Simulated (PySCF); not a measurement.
Compound: Sn(CCH)H3, C2H4Sn.
Structure used (PBE0-D3(BJ)/def2-SVP), in Å, numbered top down from 1:
```xyz
7
C2H4Sn angstrom
Sn    -0.0061   -0.0075   -1.1714
C      0.0015    0.0050    0.9217
C      0.0103    0.0140    2.1389
H      0.0176    0.0211    3.2146
H      1.6156   -0.0071   -1.7065
H     -0.8231    1.3933   -1.7068
H     -0.8158   -1.4187   -1.6905
```

The calculation used PBE0-D3(BJ)/def2-SVP geometry optimisation, gas phase, def2 core potentials past Kr (PySCF).

**Question.** Which atoms are bound to Sn1, and at what distances?

**Answer.** 4 atoms: H5 1.708 Å, H6 1.708 Å, H7 1.708 Å, C2 2.093 Å. The nearest atom not counted as bound is C3, at 3.31 Å.

**Question.** List the angles at Sn1.

**Answer.** 
```json
{"angle": "H5–Sn1–H6", "degrees": "110.8", "distance of the outer atoms (Å)": "2.81"}
{"angle": "H6–Sn1–H7", "degrees": "110.8", "distance of the outer atoms (Å)": "2.81"}
{"angle": "H5–Sn1–H7", "degrees": "110.8", "distance of the outer atoms (Å)": "2.81"}
{"angle": "C2–Sn1–H7", "degrees": "108.1", "distance of the outer atoms (Å)": "3.09"}
{"angle": "C2–Sn1–H6", "degrees": "108.1", "distance of the outer atoms (Å)": "3.08"}
{"angle": "C2–Sn1–H5", "degrees": "108.1", "distance of the outer atoms (Å)": "3.08"}
```

**Question.** What is the shape at Sn1?

**Answer.** Tetrahedral: angles from 108.1° to 110.8°; τ4 = (360° − α − β)/141° = 0.98 with α and β the two widest (0 for a square, 1 for a tetrahedron).

**Question.** What are the other bond lengths?

**Answer.** C2–C3 1.217 Å; C3–H4 1.076 Å.

**Question.** Give some angles away from the centre.

**Answer.** Sn1–C2–C3 179.8°.

**Question.** What are the rotational constants (commonest isotopes, rigid rotor)?

**Answer.** A = 63420, B = 2850, C = 2850 MHz: a prolate symmetric top.

Point group: C3v (tolerance 0.08 Å). Charge 0, singlet. No PBE0-D3(BJ)/def2-SVP frequencies stand behind this structure, so it isn't proved a minimum.
